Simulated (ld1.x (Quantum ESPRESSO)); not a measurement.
# oxygen, TM: configuration errors across variants

```
Element                 : oxygen
Generator               : ld1.x (Quantum ESPRESSO) 7.5
Type                    : norm-conserving Troullier–Martins (Kleinman–Bylander form)
Functional              : PBEsol
Relativity              : non-relativistic
Frozen core             : [He]
Valence charge          : 6
Reference configuration : 2s2 2p4
Partial waves           : 2s (bound): rc 0.55 bohr; 2p (bound): rc 1.35 bohr; 3d channel at 0.5 Ry: rc 1.30 bohr
Local potential         : all-electron potential smoothed inside 0.95 bohr (lloc = -1)
Core correction         : none
```

All-electron excitation energies from the reference (eV): (1) 2s2 2p3 16.368; (2) 2s2 2p2 49.853; (3) 2s2 2p1 103.563; (4) 2s2 2p3.5 6.258; (5) 2s2 2p4.3 -2.109; (6) 2s1 2p4 31.447; (7) 2s0 2p6 29.640.

Errors AE − PS in meV (a dash: test not solved or not reliable):

| change | (1) | (2) | (3) | (4) | (5) | (6) | (7) | bound ghosts |
| --- | --- | --- | --- | --- | --- | --- | --- | --- |
| base | +11 | +112 | +517 | +1.4 | +0.1 | -1.8 | +154 | none |
| core correction a·sin(br)/r model core inside 0.26 bohr | +9.9 | +105 | +483 | +1.2 | +0.1 | -15 | +53 | none |
| core correction a·sin(br)/r model core inside 0.32 bohr | +9.9 | +106 | +486 | +1.3 | +0.1 | -15 | +56 | none |
| core correction a·sin(br)/r model core inside 0.38 bohr | +10 | +107 | +493 | +1.3 | +0.1 | -14 | +61 | none |
| core correction a·sin(br)/r model core inside 0.44 bohr | +9.8 | +104 | +483 | +1.2 | +0.1 | -13 | +60 | none |
| core correction a·sin(br)/r model core inside 0.50 bohr | +9.2 | +99 | +460 | +1.1 | +0.1 | -14 | +54 | none |
| core correction a·sin(br)/r model core inside 0.64 bohr | +9.9 | +105 | +485 | +1.3 | +0.1 | -9.9 | +114 | none |

Give the same row for: core correction a·sin(br)/r model core inside 0.58 bohr.

+9.4, +101, +469, +1.2, +0.1, -14, +79; bound ghosts: none.
